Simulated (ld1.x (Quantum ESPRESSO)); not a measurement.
The numbers below are computed, except where a source is named.
## Potentials for Au (Z = 79) compared

Generated with ld1.x 7.5 (TM, RRKJ, ultrasoft, PAW), atompaw 4.2 or ONCVPSP 4.0.1. The cutoff is in Ry: for ld1.x and atompaw files where the sum of valence levels is converged to 10 mRy in a Bessel basis, for ONCV files where the hardest occupied wave has 1 mHa per electron of residual kinetic energy. The error is the largest all-electron minus pseudo excitation energy over each file’s own four to seven test configurations (ionisations up to +4, promotions, holes and added fractions of an electron), all of which were solved. The labels leave out finer settings (local radius, basis sizes, second energies), which also bear on the numbers. Spin-polarised tests are not counted. The rows are a selection from randomly drawn settings: files with unsolved tests, undetermined cutoffs or missed reference levels are left out.

```csv
potential,cutoff (Ry),largest error (meV),bound ghosts
"TM semilocal, PBE, scalar-relativistic, rc 1.70/1.10/2.15 (spd), local p, core correction yes, reference 5p6 5d10 6s1 6p0",140,+32,none
"TM, PBE, scalar-relativistic, rc 1.45/1.65/1.90 (spd), local smoothed, core correction yes, reference 5s2 5p6 5d8 6s0 6p0",70,+2790,none
"TM semilocal, PBE, scalar-relativistic, rc 2.35/1.55/1.90 (spd), local p, core correction yes, reference 5p6 5d10 6s1 6p0",60,+153,none
```

Q: Fill in the row for Au: TM, PBEsol, scalar-relativistic, rc 1.35/1.75/1.55 (spd), local d, core correction yes, reference 5s2 5p6 5d10 6s0 6p0.

A: cutoff 90 Ry, largest error -1468 meV, bound ghosts: none.

Q: Fill in the row for Au: TM semilocal, PBE, scalar-relativistic, rc 2.00/3.40/1.50 (spd), local p, core correction no, reference 5d10 6s0.75 6p0.25.

A: cutoff 45 Ry, largest error -143 meV, bound ghosts: none.
